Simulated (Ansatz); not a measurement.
Isomers of GeH₆OSi, relaxed with PBE0-D4/def2-TZVP in Ansatz; electronic energies, one conformer each and not always the lowest. Functionals use def2-TZVPP; CBS adds triple-zeta CCSD(T) − MP2 to the MP2 limit of def2-TZVPP and def2-QZVPP.

Outer-core shells of Ge are correlated without core-valence functions. Scalar relativity is left out up to krypton. Spin–orbit coupling is left out.

(1) Order them by energy at frozen-core CCSD(T)/CBS, lowest first. (An estimate is asked.)
A. `[OH][GeH2][SiH3]`
B. `O[SiH2][GeH3]`
C. `[SiH3][O][GeH3]`

(2) How do r2SCAN-D4, HF/CBS(def2), PBE-D4, ωB97M-V place them (kJ/mol, against `[SiH3][O][GeH3]`)? (Best estimate.)

Results:

(1) C (0.0 kJ/mol), B (23.9 kJ/mol), A (88.7 kJ/mol).

(2) The calculation gave: 
```csv
isomer,r2SCAN-D4,HF/CBS(def2),PBE-D4,ωB97M-V
`[OH][GeH2][SiH3]`,82.3,118.7,64.0,89.6
`O[SiH2][GeH3]`,19.3,53.0,6.5,24.9
```
